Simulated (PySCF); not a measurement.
# TDDFT excited states: C5H9NO

Compound: C5H9NO.
Cartesian coordinates in Å at the GFN2-xTB level; atoms count from 1:
```
atom  x, y, z in Å
O1     2.1727    0.4762   -0.5360
C2     1.2367    0.1599    0.4791
C3     0.3225    1.3417    0.7367
N4    -0.9126    1.4118    0.5277
C5    -1.6365    0.2947   -0.0145
C6    -0.7627   -0.7302   -0.7377
C7     0.4183   -1.0971    0.1571
H8     1.6913    0.6662   -1.3497
H9     1.8521   -0.0094    1.3707
H10    0.8075    2.2351    1.1150
H11   -2.1667   -0.1772    0.8202
H12   -2.3939    0.7110   -0.6858
H13   -1.3497   -1.6158   -0.9827
H14   -0.3990   -0.2985   -1.6746
H15    1.0652   -1.8319   -0.3263
H16    0.0473   -1.5277    1.0894
```

Computed with TDDFT wB97X-D/def2-SVPD, vertical, gas phase, core orbitals frozen in the response in PySCF.

Q: List the vertical singlet excitations with oscillator strengths and describe the spectrum.

A: 

```json
{"state": "S1", "E (eV)": "4.67", "E (kJ/mol)": "451", "λ (nm)": "265.3", "f": "0.0021", "|μ| (D)": "0.34", "main configurations (H = HOMO, L = LUMO)": "H→L (94%)"}
{"state": "S2", "E (eV)": "6.75", "E (kJ/mol)": "651", "λ (nm)": "183.7", "f": "0.0006", "|μ| (D)": "0.16", "main configurations (H = HOMO, L = LUMO)": "H→L+1 (81%)"}
{"state": "S3", "E (eV)": "7.11", "E (kJ/mol)": "686", "λ (nm)": "174.4", "f": "0.033", "|μ| (D)": "1.11", "main configurations (H = HOMO, L = LUMO)": "H-1→L (64%), H-2→L (20%)"}
{"state": "S4", "E (eV)": "7.48", "E (kJ/mol)": "722", "λ (nm)": "165.7", "f": "0.0033", "|μ| (D)": "0.34", "main configurations (H = HOMO, L = LUMO)": "H→L+2 (78%)"}
{"state": "S5", "E (eV)": "7.76", "E (kJ/mol)": "749", "λ (nm)": "159.7", "f": "0.175", "|μ| (D)": "2.44", "main configurations (H = HOMO, L = LUMO)": "H-2→L (63%), H-1→L (14%)"}
{"state": "S6", "E (eV)": "7.89", "E (kJ/mol)": "761", "λ (nm)": "157.1", "f": "0.114", "|μ| (D)": "1.95", "main configurations (H = HOMO, L = LUMO)": "H→L+3 (51%), H-1→L+1 (17%)"}
{"state": "S7", "E (eV)": "8.11", "E (kJ/mol)": "783", "λ (nm)": "152.9", "f": "0.0018", "|μ| (D)": "0.24", "main configurations (H = HOMO, L = LUMO)": "H→L+4 (43%), H→L+3 (12%), H→L+6 (10%)"}
{"state": "S8", "E (eV)": "8.19", "E (kJ/mol)": "790", "λ (nm)": "151.4", "f": "0.0028", "|μ| (D)": "0.30", "main configurations (H = HOMO, L = LUMO)": "H-3→L (34%), H→L+4 (17%), H-1→L+1 (16%)"}
```

Triplets, Tamm–Dancoff:

```csv
state,E (eV),λ (nm),"main configurations (H = HOMO, L = LUMO)"
T1,3.96,313.0,H→L (90%)
T2,5.08,244.3,"H-1→L (47%), H-2→L (37%)"
T3,6.65,186.5,"H→L+1 (63%), H-2→L (11%), H-1→L (10%)"
```

The lowest singlet lies at 4.67 eV (265 nm, ultraviolet) and is very weak; its leading configuration is HOMO→LUMO (94%). The strongest level in the table is S5 at 7.76 eV (160 nm, f = 0.175). Löwdin shares by element: HOMO nitrogen 46%, carbon 29% or more (atoms not listed hold the other 25%); LUMO carbon 35% or more, nitrogen 32%, oxygen 10% (atoms not listed hold the other 23%). The oscillator strengths of these states sum to 0.332; summed over the whole spectrum of an exact calculation they would give the number of electrons, 54 (Thomas–Reiche–Kuhn). Of the 8 states listed, 3 reach f = 0.01 and none stays under 0.0005. Orbital energies (eV): HOMO-3 -11.58, HOMO-2 -10.65, HOMO-1 -10.28, HOMO -8.70, LUMO 1.47, LUMO+1 2.13, LUMO+2 2.71. The window holds the lowest 8 singlets.

One conformer stands for the species.
